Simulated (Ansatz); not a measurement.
Gas-phase reaction R1 → P1 + P2, each structure at its B3LYP-D3(BJ)/def2-TZVP stationary point, reached from a drawn start (curvature not checked).
R1, F2La (SMILES [F][La][F]) (charge 0, multiplicity 2):
```xyz
3

La     0.0041     0.0055    -0.7963
F      1.7607    -0.0062     0.4071
F     -1.7647     0.0007     0.3892
```
P1, FLa (SMILES [F][La]) (charge 0, multiplicity 1):
```tsv
atom	x (Å)	y (Å)	z (Å)
La	-0.0090	-0.0181	-1.0446
F	0.0090	0.0181	1.0446
```
P2: F atom, charge 0, multiplicity 2.

P less R. No zero-point or thermal terms; singlets are restricted closed shells; open shells are unrestricted; no spin–orbit coupling. The spin states of the d-block species are the ones drawn and need not be the lowest.

Correlated levels freeze the cores.

Run with Ansatz (a program for electronic structure). All values are computed, each at the level named. Elements past Kr take the def2 small-core potentials, without spin–orbit coupling.

Q: Predict the reaction energy from MP2/def2-QZVPP.

A: 162.4 kcal/mol

Q: Give the reaction energy at the level PBE0/def2-TZVPP.

A: 153.0 kcal/mol

Q: What is the computed reaction energy (HF/def2-SVP)?

A: 120.0 kcal/mol
